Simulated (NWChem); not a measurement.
# diphosphane (P2H4); SMILES PP

Computed with NWChem. Medium grid unless said otherwise, to which SCAN and Minnesota functionals are sensitive. Structure relaxed at the PBE0-D3(BJ)/def2-TZVP level. Total energies of different functionals are on different scales.

| level | energy (Ha) | highest occupied level (eV) | orbital gap (eV) |
|---|---|---|---|
| B3LYP/def2-TZVP | -685.1628 | -6.69 | 6.30 |
| PBE/def2-TZVP | -684.7944 | -5.83 | 4.78 |
| revPBE/def2-TZVP | -684.9918 | -5.80 | 4.82 |
| OLYP/def2-TZVP | -685.1272 | -5.68 | 4.82 |
| TPSS/def2-TZVP | -685.1739 | -5.94 | 5.05 |
| M06/def2-TZVP | -685.0857 | [?] | [?] |
| PW91/def2-TZVP | -685.0941 | -5.87 | 4.78 |

What belongs in the gaps?


- M06/def2-TZVP, highest occupied level (eV): -6.82
- M06/def2-TZVP, orbital gap (eV): 6.68
